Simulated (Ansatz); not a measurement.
```yaml
crystal:
  periodic: [false, false, false]
  atoms:
    - {symbol: C, position_ang: [-0.605599, 0.390033, 1.122701]}
    - {symbol: C, position_ang: [-0.108594, -0.622297, 0.098971]}
    - {symbol: C, position_ang: [1.229918, -0.207191, -0.497807]}
    - {symbol: Sn, position_ang: [-1.590749, -0.801760, -1.517932]}
    - {symbol: F, position_ang: [-1.408677, 1.089418, -1.984304]}
    - {symbol: H, position_ang: [-0.772507, 1.366920, 0.659513]}
    - {symbol: H, position_ang: [0.127646, 0.531820, 1.926773]}
    - {symbol: H, position_ang: [-1.542656, 0.082735, 1.599431]}
    - {symbol: H, position_ang: [-0.010478, -1.606665, 0.572400]}
    - {symbol: H, position_ang: [1.988051, -0.076588, 0.284774]}
    - {symbol: H, position_ang: [1.625939, -0.947051, -1.201846]}
    - {symbol: H, position_ang: [1.144607, 0.745427, -1.028874]}
basis:
  gaussian: {orbitals: def2-TZVPP, fitting: {mean_field: cc-pVTZ-jkfit}}
hamiltonian: {xc: {name: SPW92}}
output: {forces: true}
```

```sh
$ ansatz run in.yaml --threads 4 --pin off --events-out ev --progress --plain --max-ram 10444MiB
```

Shortened log:

```
Functional definition: SPW92
Error: <dir> the basis set cc-pVTZ-JKFIT has no functions for Sn
```
